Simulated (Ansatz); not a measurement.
Abridged output of a molecular run in Ansatz:

```
Functional definition: HF
1098 factors; integrals over basis functions are off by at most 1.0e-3 eV
mean field evaluation 1: about -19380.5711 eV, gradient 6.1e1 eV
mean field evaluation 2: about -19380.6656 eV, gradient 6.1e1 eV
mean field evaluation 4: about -19387.7655 eV, gradient 3.3e0 eV
mean field evaluation 8: about -19387.8261 eV, gradient 3.0e-1 eV
mean field -19387.82637677 eV, -712.4894778055 hartree, gradient 1.9e-6 eV, S^2 0.000000; 0 other end points of the search recorded, 0 dependent functions left out
8 core orbitals not correlated: weight in the atoms' cores, before any rotation towards them, 1.000 or more for the frozen orbitals, at most 0.000 for the correlated occupied ones
reference -19387.82637677 eV, -712.4894778055 hartree; 20, 20 occupied and 83, 83 virtual orbitals, 1098 factors
second order -25.30315942 eV of doubles, -0.00000000 eV of singles
cycle   1  -25.15939481 eV  change    1.4e-1 eV  update   1.5e-1
cycle   2  -25.76964899 eV  change   -6.1e-1 eV  update   5.5e-2
cycle   3  -25.97127965 eV  change   -2.0e-1 eV  update   2.8e-2
cycle   4  -25.96542265 eV  change    5.9e-3 eV  update   7.2e-3
cycle   5  -25.95749885 eV  change    7.9e-3 eV  update   2.6e-3
cycle   6  -25.95783525 eV  change   -3.4e-4 eV  update   9.4e-4
cycle   7  -25.95772271 eV  change    1.1e-4 eV  update   3.4e-4
cycle   8  -25.95764334 eV  change    7.9e-5 eV  update   1.3e-4
cycle   9  -25.95772320 eV  change   -8.0e-5 eV  update   4.5e-5
cycle  10  -25.95772200 eV  change    1.2e-6 eV  update   1.9e-5
perturbative correction -0.75924855 eV, -0.0279018695 hartree
Total energy: -19414.54334731 eV, -713.4713083636 hartree
```

Its atoms:

Z-matrix (Å, degrees):
```
Zr
O 1 1.914
O 1 1.914 2 116.2
N 1 2.023 2 107.1 3 119.5
Cl 1 2.387 2 108.3 3 -122.2
H 2 0.953 1 165.2 3 45.1
H 3 0.953 1 165.1 2 -44.7
H 4 1.011 1 125.5 2 -152.1
H 4 1.011 1 125.5 2 26.9
```

Which basis set was used?
A. cc-pV(T+d)Z
B. cc-pV(Q+d)Z
C. def2-SVP
D. def2-QZVPP

C. It gives 111 functions.

Write the keys of the input that set method, charge and spin (a neutral closed shell needs none for the last two).


```yaml
correlation: {method: ccsd_t}
```
